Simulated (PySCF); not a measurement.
Task: What does the PBE0-D3(BJ)/def2-SVP structure of InChI=1S/C2HBF2/c1-2-3(4)5/h1H look like in three dimensions?

Result: 
```xyz
6
C2HBF2 angstrom
C      1.6064   -0.0687    0.0864
C      0.3925   -0.0448    0.0427
B     -1.1317   -0.0028   -0.0208
F     -1.7535    1.0139   -0.5774
F     -1.8678   -0.9748    0.4745
H      2.6815   -0.0879    0.1239
```

Any rigid rotation of these coordinates is as good. Atoms count from 1 in this order. The 5 heavy atoms lie in one plane (0.000 Å rms). B3 (three-coordinate boron) is planar (angles 121.5°, 120.7° and 117.8°, sum 360.0°, 0.00 Å off the plane of its three neighbours).

Bonds between heavy atoms (Å): C1≡C2 1.215, C2–B3 1.526, B3–F4 1.315, B3–F5 1.316.

Computed, not measured: PBE0-D3(BJ)/def2-SVP geometry optimisation, gas phase in PySCF.

Point group: C2v (tolerance 0.08 Å). Whether it is a minimum is left open (no frequencies).
